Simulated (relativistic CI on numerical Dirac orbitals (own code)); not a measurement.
## W⁺: resonant inelastic scattering at the O2,3 edge

Computed with this model: Dirac-Coulomb-Breit CI, KLI orbitals optimised for each configuration, QED by a radiative potential, valence Slater integrals scaled by 0.9, Kramers-Heisenberg scattering through one core-hole configuration in a parametric crystal field; configurations [Xe] 4f14 5d5 → [Kr] 4d10 4f14 5s2 5p5 5d6; 300 K; core-hole width 1 eV; summed over polarisations. Incident energies are the highest absorption maxima for each field (at most a few, so the weaker spin-orbit partner edge can be absent), on the computed scale of the free ion. Intensities are in per cent of the strongest line above 0.02 eV; levels within 1 cm⁻¹ are merged; final levels count from the ground level, the first row holds all elastic scattering, lines under 0.4 are left out and each table stops after 24 rows. The scale of the Slater integrals is a model choice and moves the terms in proportion. The configuration is assumed, with all valence electrons in the open shell; the free ion's ground configuration is another.

Field parameters in Wybourne normalisation: Td as Oh with Dq negative (B⁴₀ = 21Dq, B⁴₄ = √(5/14) B⁴₀). The field is a parameter set, without covalency.

S is read from ⟨S²⟩ = S(S + 1).

Td, 10Dq = -1800 cm⁻¹:

| Final level (eV) | Degeneracy | Irrep | S | 39.3 eV | 40.9 eV | 43.3 eV |
| --- | --- | --- | --- | --- | --- | --- |
| 0.000 | 6 | Γ7+Γ8 | 2.47 | 2390.8 | 606.2 | 598.8 |
| 1.894 | 4 | Γ8 | 1.38 | 29.1 | 45.9 | 12.6 |
| 2.005 | 2 | Γ7 | 1.45 | 11.0 | 27.0 | 9.7 |
| 2.019 | 2 | Γ6 | 1.47 | 4.8 | 12.5 | 20.8 |
| 2.020 | 4 | Γ8 | 1.47 | 16.3 | 35.3 | 29.6 |
| 2.034 | 2 | Γ7 | 1.41 | 4.7 | 2.7 | 2.0 |
| 2.106 | 2 | Γ6 | 1.48 | 3.0 | 10.1 | 35.6 |
| 2.106 | 4 | Γ8 | 1.47 | 4.3 | 12.3 | 34.5 |
| 2.115 | 4 | Γ8 | 1.46 | 4.1 | 11.3 | 8.4 |
| 2.129 | 2 | Γ7 | 1.46 | 3.8 | 7.9 | 5.9 |
| 2.136 | 4 | Γ8 | 1.47 | 5.4 | 16.5 | 63.4 |
| 2.147 | 2 | Γ6 | 1.45 | 0.9 | 3.5 | 8.6 |
| 2.173 | 4 | Γ8 | 1.48 | 5.2 | 24.7 | 92.2 |
| 2.305 | 2 | Γ7 | 1.46 | 5.9 | 34.7 | 12.8 |
| 2.334 | 4 | Γ8 | 1.46 | 13.1 | 69.4 | 43.1 |
| 2.367 | 4 | Γ8 | 1.47 | 15.5 | 37.0 | 27.3 |
| 2.485 | 2 | Γ6 | 1.48 | 7.5 | 2.6 | 15.0 |
| 2.549 | 2 | Γ7 | 1.48 | 5.5 | 15.2 | 40.4 |
| 2.629 | 4 | Γ8 | 1.48 | 11.4 | 27.8 | 93.4 |
| 2.668 | 2 | Γ6 | 1.48 | 5.4 | 13.8 | 50.0 |
| 2.803 | 2 | Γ6 | 1.49 | 4.1 | 4.2 | 5.6 |
| 2.814 | 4 | Γ8 | 1.25 | 21.4 | 16.6 | 50.9 |
| 2.830 | 2 | Γ7 | 1.36 | 14.5 | 9.4 | 25.0 |
| 2.873 | 4 | Γ8 | 0.80 | 8.1 | 5.7 | 9.2 |

Td, 10Dq = -4050 cm⁻¹:

```
Final level (eV)  Degeneracy  Irrep     S  39.4 eV  40.8 eV  43.4 eV
           0.000           6  Γ7+Γ8  2.46   3005.3    811.9    772.4
           1.670           4     Γ8  1.36     52.8     58.0     19.7
           1.767           2     Γ7  1.45     19.8     25.7     10.4
           1.792           2     Γ6  1.48      5.6     13.4     28.5
           1.800           4     Γ8  1.48     31.2     48.6     33.8
           2.012           2     Γ7  1.39      7.0      5.0      3.3
           2.023           2     Γ6  1.47      5.8      9.8     31.9
           2.026           4     Γ8  1.46      6.7     17.4     71.3
           2.048           4     Γ8  1.46      8.7     19.8     15.6
           2.111           4     Γ8  1.44      8.7     18.0     44.2
           2.130           2     Γ7  1.45      6.0      9.5      5.1
           2.136           2     Γ6  1.42      1.9      9.5     16.1
           2.169           4     Γ8  1.47      6.5     25.8    100.0
           2.344           2     Γ7  1.46     10.2     24.3     26.9
           2.427           4     Γ8  1.46     12.9     47.9     54.3
           2.432           4     Γ8  1.43     21.5     47.8     31.1
           2.481           2     Γ7  1.42      6.9     30.9     31.1
           2.503           4     Γ8  0.86      6.5      9.1     38.9
           2.554           2     Γ6  1.47      9.5      3.9     24.0
           2.631           4     Γ8  1.40     14.9     35.9     80.0
           2.670           2     Γ6  1.36      7.2     15.8     49.1
           2.688           2     Γ7  0.74      1.0      3.4      5.8
           2.768           2     Γ6  0.81      1.7      1.9      9.4
           2.826           4     Γ8  1.03     19.3     20.0     52.9
```

For the first field the strongest loss at the lowest incident energy is the level at 1.89 eV (S = 1.38, against 2.47 in the thermal ground state). Levels of other spin, the first over 8 % at 1.89 eV, appear because spin-orbit coupling of the core hole, and in heavier ions of the valence shell too, mixes spins.
